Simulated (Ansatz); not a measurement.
The In1–Cl2 bond of InCl is stretched (multiplicity 1).


Frozen-core correlation. Filled d and f shells under p-block atoms count as core.

The values were computed with Ansatz (Gaussian basis) for Hartree–Fock, density functionals and correlated methods. Each number belongs to the level named beside it. In def2 rows elements past Kr take small-core potentials, without spin–orbit coupling.

Natural occupations of CASSCF(10,8)/def2-SVP:

```json
[
 {"R (Å)": "2.441", "occupations": "2.000 1.995 1.995 1.985 1.920 0.043 0.043 0.019"},
 {"R (Å)": "4.272", "occupations": "2.000 1.997 1.997 1.931 1.904 0.095 0.038 0.038"},
 {"R (Å)": "9.764", "occupations": "2.000 2.000 2.000 1.930 1.000 1.000 0.035 0.035"}
]
```

Q: Count the electrons that have left the 5 most occupied orbitals, and the effectively unpaired electrons Σ min(n, 2 − n).

A: 
- R = 2.441 Å: 0.11 electrons in the weakly occupied orbitals, 0.21 unpaired
- R = 4.272 Å: 0.17 electrons in the weakly occupied orbitals, 0.34 unpaired
- R = 9.764 Å: 1.07 electrons in the weakly occupied orbitals, 2.14 unpaired
Each bonding pair that breaks into one electron on either fragment adds two; pairs that stay whole add only the little that their own correlation moves into empty orbitals.

Ansatz is a first-principles code.
